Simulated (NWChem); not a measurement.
System: C₃H₅FO; SMILES C1(COC1)F

Here is an NWChem input.

```
start job
memory heap 200 mb stack 900 mb global 1100 mb
geometry units angstroms noautoz
  F      0.272365     1.711255     0.000000
  C     -0.444208     0.551929     0.000000
  C     -0.011224    -0.494294     1.025172
  O      0.210285    -1.459270     0.000000
  C     -0.011224    -0.494294    -1.025172
  H     -1.516458     0.804384     0.000000
  H     -0.762646    -0.822901     1.762925
  H      0.915090    -0.199771     1.551765
  H      0.915090    -0.199771    -1.551765
  H     -0.762646    -0.822901    -1.762925
end
basis spherical
  * library def2-svp
end
dft
  xc xpbe96 cpbe96
  iterations 150
  mulliken
end
task dft energy
```

NWChem printed, in part:

```
             Northwest Computational Chemistry Package (NWChem) 7.3.0
             --------------------------------------------------------

 CS  symmetry detected

                             Geometry "geometry" -> ""
                             -------------------------

 Output coordinates in angstroms (scale by  1.889725989 to convert to a.u.)

  No.       Tag          Charge          X              Y              Z
 ---- ---------------- ---------- -------------- -------------- --------------
    1 F                    9.0000     0.25537117    -1.71673140     0.00000000
    2 C                    6.0000    -0.45175706    -0.55162055     0.00000000
    3 C                    6.0000    -0.01028537     0.49104932     1.02517200
    4 O                    8.0000     0.21905806     1.45419340     0.00000000
    5 C                    6.0000    -0.01028537     0.49104932    -1.02517200
    6 H                    1.0000    -1.52602320    -0.79535372     0.00000000
    7 H                    1.0000    -0.75901218     0.82575180     1.76292500
    8 H                    1.0000     0.91360464     0.18900848     1.55176500
    9 H                    1.0000     0.91360464     0.18900848    -1.55176500
   10 H                    1.0000    -0.75901218     0.82575180    -1.76292500

 Effective nuclear repulsion energy (a.u.)     186.1199772317

      Symmetry information
      --------------------

 Group name             Cs
 Group number              2
 Group order               2
 No. of unique centers     7

  pbe96 is a nonlocal functional; adding pw91lda local functional.

                                 NWChem DFT Module
                                 -----------------

 Summary of "ao basis" -> "ao basis" (spherical)
 ------------------------------------------------------------------------------
       Tag                 Description            Shells   Functions and Types
 ---------------- ------------------------------  ------  ---------------------
 F                          def2-svp                 6       14   3s2p1d
 C                          def2-svp                 6       14   3s2p1d
 O                          def2-svp                 6       14   3s2p1d
 H                          def2-svp                 3        5   2s1p

      Symmetry analysis of basis
      --------------------------

        a'         58
        a"         37

            General Information
            -------------------
          SCF calculation type: DFT
          Wavefunction type:  closed shell.
          No. of atoms     :    10
          No. of electrons :    40
           Alpha electrons :    20
            Beta electrons :    20
          Charge           :     0
          Spin multiplicity:     1
          Use of symmetry is: on ; symmetry adaption is: on
          Maximum number of iterations: 150
          AO basis - number of functions:    95
                     number of shells:    45
          Convergence on energy requested:  1.00D-06
          Convergence on density requested:  1.00D-05
          Convergence on gradient requested:  5.00D-04

              XC Information
              --------------
          PerdewBurkeErnzerhof Exchange Functional  1.000
            Perdew 1991 LDA Correlation Functional  1.000 local
           PerdewBurkeErnz. Correlation Functional  1.000 non-local

             Grid Information
             ----------------
          Grid used for XC integration:  medium
          Radial quadrature: Mura-Knowles
          Angular quadrature: Lebedev.
          Tag              B.-S. Rad. Rad. Pts. Rad. Cut. Ang. Pts.
          ---              ---------- --------- --------- ---------
          F                   0.50       49           9.0       434
          C                   0.70       49           9.0       434
          O                   0.60       49           8.0       434
          H                   0.35       45          10.0       434
          Grid pruning is: on
          Number of quadrature shells:   331
          Spatial weights used:  Erf1

      Superposition of Atomic Density Guess
      -------------------------------------

 Sum of atomic energies:        -289.35449186

      Non-variational initial energy
      ------------------------------

 Total energy =    -292.037507
 1-e energy   =    -765.581360
 2-e energy   =     287.423876
 HOMO         =      -0.320126
 LUMO         =       0.095748

      Symmetry analysis of molecular orbitals - initial
      -------------------------------------------------

  Numbering of irreducible representations:

     1 a'          2 a"

  Orbital symmetries:

     1 a'          2 a'          3 a'          4 a"          5 a'
     6 a'          7 a'          8 a'          9 a"         10 a'
    11 a'         12 a'         13 a"         14 a'         15 a"
    16 a'         17 a"         18 a'         19 a"         20 a'
    21 a'         22 a'         23 a'         24 a"         25 a'
    26 a"         27 a"         28 a'         29 a"         30 a'

     ---------------------------------------------
      Total Density - Mulliken Population Analysis
     ---------------------------------------------

    Atom       Charge   Shell Charges
 -----------   ------   -------------------------------------------------------
    1 F    9     9.43   1.99  1.14  0.77  3.46  2.06  0.00
    2 C    6     5.69   1.99  0.94  0.26  1.72  0.71  0.07
    3 C    6     5.76   1.99  0.94  0.18  1.82  0.77  0.05
    4 O    8     8.68   1.99  1.10  0.72  2.97  1.88  0.01
    5 C    6     5.76   1.99  0.94  0.18  1.82  0.77  0.05
    6 H    1     0.95   0.70  0.23  0.02
    7 H    1     0.93   0.69  0.22  0.02
    8 H    1     0.93   0.69  0.22  0.02
    9 H    1     0.93   0.69  0.22  0.02
   10 H    1     0.93   0.69  0.22  0.02

   convergence    iter        energy       DeltaE   RMS-Dens  Diis-err
 ---------------- ----- ----------------- --------- --------- ---------
 d= 0,ls=0.0,diis     1   -291.6902555403 -4.78D+02  2.09D-02  9.12D-01
 d= 0,ls=0.0,diis     2   -291.5304218614  1.60D-01  1.23D-02  2.74D+00
 d= 0,ls=0.0,diis     3   -291.7866804952 -2.56D-01  2.05D-03  5.56D-02
 d= 0,ls=0.0,diis     4   -291.7898789176 -3.20D-03  1.13D-03  1.27D-02
 d= 0,ls=0.0,diis     5   -291.7911424023 -1.26D-03  2.86D-04  1.29D-03
  Resetting Diis
 d= 0,ls=0.0,diis     6   -291.7912614650 -1.19D-04  1.04D-04  1.29D-04
 d= 0,ls=0.0,diis     7   -291.7912739194 -1.25D-05  1.54D-05  5.93D-07
 d= 0,ls=0.0,diis     8   -291.7912738648  5.46D-08  1.01D-05  1.22D-06
 d= 0,ls=0.0,diis     9   -291.7912739735 -1.09D-07  1.78D-06  6.01D-08

         Total DFT energy =     -291.791273973516
      One electron energy =     -768.821871523451
           Coulomb energy =      327.767715969087
    Exchange-Corr. energy =      -36.857095650842
 Nuclear repulsion energy =      186.119977231689

 Numeric. integr. density =       39.999990483341

                  Occupations of the irreducible representations
                  ----------------------------------------------

                     irrep           alpha         beta
                     --------     --------     --------
                     a'               14.0         14.0
                     a"                6.0          6.0

                       DFT Final Molecular Orbital Analysis
                       ------------------------------------

 Vector   18  Occ=2.000000D+00  E=-2.742162D-01  Symmetry=a"
              MO Center= -4.9D-02, -4.7D-01, -7.9D-15, r^2= 2.4D+00
   Bfn.  Coefficient  Atom+Function         Bfn.  Coefficient  Atom+Function
  ----- ------------  ---------------      ----- ------------  ---------------
     6      0.427969   1 F  pz               20      0.321779   2 C  pz
     9     -0.305878   1 F  pz               34     -0.233784   3 C  pz
    62     -0.233784   5 C  pz               31      0.225106   3 C  s
    59     -0.225106   5 C  s                33     -0.173213   3 C  py
    61      0.173213   5 C  py               37     -0.147480   3 C  pz

 Vector   19  Occ=2.000000D+00  E=-2.639530D-01  Symmetry=a'
              MO Center= -5.0D-02,  2.0D-01,  7.5D-15, r^2= 2.8D+00
   Bfn.  Coefficient  Atom+Function         Bfn.  Coefficient  Atom+Function
  ----- ------------  ---------------      ----- ------------  ---------------
    47      0.411729   4 O  py               50      0.288198   4 O  py
     4      0.260020   1 F  px                5      0.234497   1 F  py
    33     -0.214601   3 C  py               61     -0.214601   5 C  py
    71     -0.214462   6 H  s                18      0.196650   2 C  px
    19      0.188655   2 C  py                7     -0.175777   1 F  px

 Vector   20  Occ=2.000000D+00  E=-2.110439D-01  Symmetry=a'
              MO Center=  1.9D-01,  1.1D+00,  6.0D-15, r^2= 1.9D+00
   Bfn.  Coefficient  Atom+Function         Bfn.  Coefficient  Atom+Function
  ----- ------------  ---------------      ----- ------------  ---------------
    46      0.566562   4 O  px               49      0.414023   4 O  px
    81     -0.196806   8 H  s                86     -0.196806   9 H  s
    82     -0.177885   8 H  s                87     -0.177885   9 H  s
    76      0.162349   7 H  s                91      0.162349  10 H  s
    77      0.140911   7 H  s                92      0.140911  10 H  s

 Vector   21  Occ=0.000000D+00  E= 2.981997D-02  Symmetry=a'
              MO Center= -4.7D-01,  3.6D-02, -8.4D-15, r^2= 4.0D+00
   Bfn.  Coefficient  Atom+Function         Bfn.  Coefficient  Atom+Function
  ----- ------------  ---------------      ----- ------------  ---------------
    17      1.357740   2 C  s                72     -0.841509   6 H  s
    22      0.636977   2 C  py               36      0.602974   3 C  py
    64      0.602974   5 C  py               45     -0.560346   4 O  s
    77     -0.397246   7 H  s                92     -0.397246  10 H  s
    21     -0.337789   2 C  px               82      0.290687   8 H  s

[...]
```

Level: PBE/def2-SVP. The geometry was optimised at PBE0/def2-SVP.
